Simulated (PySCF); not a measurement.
# Orbital picture of CaGa

PBE at R = 3.114 Å; PySCF, spin-free X2C with a Gaussian nucleus, basis sets Ca x2c-SVPall, Ga x2c-SVPall. State: ²Π (doublet), unpaired electrons π ↑. Only the outer orbitals are listed, counted within each symmetry.

```csv
spin,orbital,occ.,ε (eV),on Ca (%),main shells (%)
α,1δ,1,-18.71,0,100 Ga d
α,5π,1,-18.69,0,100 Ga d
α,1δ,1,-18.65,0,100 Ga d
α,5π,1,-18.56,0,100 Ga d
α,11σ,1,-18.56,0,100 Ga d
α,12σ,1,-8.83,9,91 Ga s
α,13σ,1,-3.91,66,"66 Ca s, 30 Ga p"
α,6π,1,-2.96,27,"72 Ga p, 19 Ca d, 8 Ca p"
α,6π,0,-2.76,28,"72 Ga p, 20 Ca d, 8 Ca p"
α,14σ,0,-2.46,63,"37 Ga p, 32 Ca s, 19 Ca d"
α,2δ,0,-1.39,100,100 Ca d
β,1δ,1,-18.69,0,100 Ga d
β,5π,1,-18.68,0,100 Ga d
β,1δ,1,-18.59,0,100 Ga d
β,5π,1,-18.48,0,100 Ga d
β,11σ,1,-18.48,0,100 Ga d
β,12σ,1,-8.24,10,90 Ga s
β,13σ,1,-3.76,83,"82 Ca s, 15 Ga p"
β,6π,0,-2.48,32,"67 Ga p, 23 Ca d, 9 Ca p"
β,14σ,0,-2.28,49,"50 Ga p, 22 Ca d, 14 Ca s"
β,6π,0,-1.98,41,"59 Ga p, 33 Ca d"
```

Problem. Which are the highest filled and the lowest empty level, where do they sit, and how wide is the gap?

Solution. Highest filled α 6π at -2.96 eV (in %: 72 Ga p, 19 Ca d, 8 Ca p); lowest empty α 6π at -2.76 eV (in %: 72 Ga p, 20 Ca d, 8 Ca p); the gap at PBE is 0.20 eV. Both belong to one degenerate shell, split only by its one-sided filling, so this is no excitation gap.

| Quantity | Value |
| --- | --- |
| bond order (Mayer) | 1.19 |
| ⟨S²⟩ | 0.812 |
| charge on Ca (Mulliken, basis-dependent) | 0.05 |
| charge on Ca (Löwdin, basis-dependent) | 0.10 |
| dipole moment (positive dipole means Ca(−)Ga(+)) | -2.15 D |
| polarisability along the bond | 255.1 bohr³ |
| polarisability across the bond | 117.8 bohr³ |

Spin–orbit coupling is left out. The state is the lowest determinant that a PBE0 search found; another state may lie lower at other levels.
